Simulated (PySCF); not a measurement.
# Tl (thallium, neutral) across methods

[Xe] 4f14 5d10 6s2 7s1, 2S determinant (an excited configuration). Calculation: PySCF 2.14, in aug-cc-pVQZ-PP with ECP60MDF (7s7p5d3f2g, 92 functions); scalar relativity through the core potential.

```json
{"method": "r2SCAN", "E (hartree)": "-172.4817", "mean ε 6s β (eV)": "-12.503", "mean ε 6s α (eV)": "-12.463", "mean ε 7s α (eV)": "-1.763", "Σ⟨r²⟩ (bohr²)": "106.5", "⟨S²⟩": "0.750"}
{"method": "PBE", "E (hartree)": "-172.4451", "mean ε 6s β (eV)": "-12.231", "mean ε 6s α (eV)": "-12.284", "mean ε 7s α (eV)": "-1.806", "Σ⟨r²⟩ (bohr²)": "106.4", "⟨S²⟩": "0.750"}
{"method": "wB97M-V", "E (hartree)": "-172.3207", "mean ε 6s β (eV)": "-15.030", "mean ε 6s α (eV)": "-15.161", "mean ε 7s α (eV)": "-2.488", "Σ⟨r²⟩ (bohr²)": "102.6", "⟨S²⟩": "0.750"}
{"method": "MN15", "E (hartree)": "-172.0843", "mean ε 6s β (eV)": "-14.044", "mean ε 6s α (eV)": "-14.174", "mean ε 7s α (eV)": "-1.888", "Σ⟨r²⟩ (bohr²)": "99.85", "⟨S²⟩": "0.750"}
{"method": "B97-3", "E (hartree)": "-172.4421", "mean ε 6s β (eV)": "-13.133", "mean ε 6s α (eV)": "-13.157", "mean ε 7s α (eV)": "-1.980", "Σ⟨r²⟩ (bohr²)": "108.3", "⟨S²⟩": "0.750"}
{"method": "PBE0", "E (hartree)": "-172.4063", "mean ε 6s β (eV)": "-13.129", "mean ε 6s α (eV)": "-13.199", "mean ε 7s α (eV)": "-2.084", "Σ⟨r²⟩ (bohr²)": "107.5", "⟨S²⟩": "0.750"}
{"method": "LDA", "E (hartree)": "-172.1621", "mean ε 6s β (eV)": "-12.602", "mean ε 6s α (eV)": "-12.649", "mean ε 7s α (eV)": "-1.777", "Σ⟨r²⟩ (bohr²)": "104.9", "⟨S²⟩": "0.750"}
```

**Question.** Estimate the same row for UHF.

**Answer.** E (hartree) = -171.42689; mean ε 6s β (eV) = -14.809; mean ε 6s α (eV) = -14.961; mean ε 7s α (eV) = -2.603; Σ⟨r²⟩ (bohr²) = 111.3; ⟨S²⟩ = 0.750.

Energies and moments cover only the electrons outside the core potential. Spin-orbit coupling, which splits the p, d and f shells strongly at this Z, is absent. The outer electron is Rydberg-like, and this basis confines it to a smaller radius and binds it less than a complete one would.
